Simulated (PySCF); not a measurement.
System: sum formula SiN2H5, charge 0, multiplicity 2. It need not be the lowest isomer of its formula. SMILES: [NH][SiH2]N
Geometry from a B3LYP-D3(BJ)/def2-TZVP (Ansatz) optimisation:
```
Si
N 1 1.7097
H 2 1.0080 1 120.62
H 2 1.0080 3 110.98 1 149.41
N 1 1.7536 2 115.11 3 73.24
H 5 1.0242 1 113.20 2 -180.00
H 1 1.4853 2 107.58 3 -167.02
H 1 1.4853 7 111.75 2 -117.87
```
Charge 0, spin multiplicity 2.

Dispersion corrections to the total energy (kcal/mol) from the dftd3 and dftd4 libraries through PySCF: D3(BJ) without and D4 with the three-body term, each with the damping fitted for the functional named.

```csv
functional,D3(BJ),D4
TPSS,-3.80,(withheld)
BP86,-4.80,-3.65
BLYP,-6.52,(withheld)
HF,-26.67,(withheld)
HSE06,-1.93,-2.14
r2SCAN,-0.81,-0.66
B2GP-PLYP,-2.06,-1.14
```

Problem. Some entries are withheld; supply them.

Solution. 
- TPSS, D4: -3.77
- BLYP, D4: -6.28
- HF, D4: -10.49
